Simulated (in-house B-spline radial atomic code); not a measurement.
A fraction x of an electron is added to 4s in neutral copper, starting from [Ar] 3d10 4s1 and keeping the highest spin. Method: scalar-relativistic (X2C) LDA exchange-only, spin-polarised, spherical fractional occupations, Fermi nucleus of rms radius 3.8823 fm. Calculated with a radial B-spline atomic code at the basis-set limit.

| x | E(x) - E(0) (eV) | 4s down level (eV) |
| --- | --- | --- |
| 0 | 0.0000 | - |
| 0.1 | -0.2802 | -2.556 |
| 0.2 | ? | ? |
| 0.3 | -0.6914 | -1.556 |
| 0.4 | -0.8224 | -1.065 |
| 0.5 | ? | ? |
| 0.6 | -0.9405 | -0.130 |

Task: What belongs in the row x = 0.2?

Result: An energy change of -0.5108 eV; 4s down at -2.056 eV.

Task: What belongs in the row x = 0.5?

Result: An energy change of -0.9049 eV; 4s down at -0.587 eV.

Task: Check Janak's theorem between x = 0.3 and 0.4.

Result: The slope of the energy is -1.31 eV; the orbital levels give -1.31 eV (ε of the filling orbital, averaged over the two points).

Task: Up to what added charge does this functional bind the extra electron?

Result: The highest level rises by about 5.4 eV per electron near x = 0.6 and would reach zero near x = 0.61, so a whole extra electron isn't bound at the basis-set limit.
